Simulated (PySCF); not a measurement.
A PySCF script (with the pyscf-properties extension) for the NMR shieldings of `C#C[C@H]1CC[CH2][AlH]1`, C₆H₉Al, on a GFN2-xTB geometry:

```python
import basis_set_exchange as bse
import numpy as np
from pyscf import gto, dft
from pyscf.prop import nmr

atoms = """
C     3.305151   -0.651176    0.189203
C     2.207193   -0.344587   -0.184207
C     0.877656    0.000944   -0.623278
C    -0.192471   -0.986445   -0.090621
C    -1.598195   -0.386235   -0.253569
C    -1.742135    0.915179    0.570389
Al    0.064758    1.669158    0.178954
H     4.269248   -0.902292    0.517348
H     0.872598   -0.038931   -1.724513
H    -0.009806   -1.175069    0.972003
H    -0.134383   -1.946165   -0.611596
H    -2.346601   -1.127386    0.040552
H    -1.755848   -0.162170   -1.313678
H    -2.642491    1.455117    0.259275
H    -1.905439    0.651677    1.624488
H     0.723165    3.037323    0.437839
"""
names = dict.fromkeys(["C", "Al", "H"], "pcSseg-1")
basis = {el: gto.basis.parse(bse.get_basis(n, elements=[el], fmt="nwchem")) for el, n in names.items()}
mol = gto.M(atom=atoms, basis=basis, charge=0, verbose=0)
mf = dft.RKS(mol, xc="PBE0")
mf.grids.level = 2
mf.grids.alignment = dft.numint.BLKSIZE   # the property module wants whole blocks of grid points
mf.conv_tol = 1e-9
mf.kernel()

calc = nmr.RKS(mf)   # GIAO
C = mf.mo_coeff
Co = C[:, mf.mo_occ > 0]
resp = mf.gen_response(singlet=True, hermi=2)
def vind(x):   # induced exchange potential for any number of trial vectors
    d = np.einsum("pi,xij,qj->xpq", C, 2 * x.reshape(-1, C.shape[1], Co.shape[1]), Co, optimize=True)
    return np.einsum("xpq,pi,qj->xij", resp(d - d.transpose(0, 2, 1)), C, Co, optimize=True).ravel()
mo1, _ = nmr.rhf.solve_mo1(calc, with_cphf=vind)
sigma = calc.kernel(mo1)
for i, s in enumerate(sigma):   # ppm
    print("%2d %-2s %9.2f" % (i, mol.atom_pure_symbol(i), np.trace(s) / 3))
```

Question: What does it print?

Answer: 
```
 0 C     115.14
 1 C      95.20
 2 C     168.11
 3 C     145.57
 4 C     154.95
 5 C     170.94
 6 Al    262.14
 7 H      30.29
 8 H      29.98
 9 H      30.55
10 H      28.95
11 H      29.29
12 H      30.71
13 H      30.74
14 H      31.13
15 H      25.91
```

These numbers come from an equivalent density-fitted implementation of the same equations, which agrees with the script to about 0.01 ppm for H and up to a few tenths of a ppm for heavy atoms, so last digits may differ.

Size and cost of the density-fitted run: 171 basis functions, 34 s wall time on 1 thread of an Arm Neoverse N1, shared host.
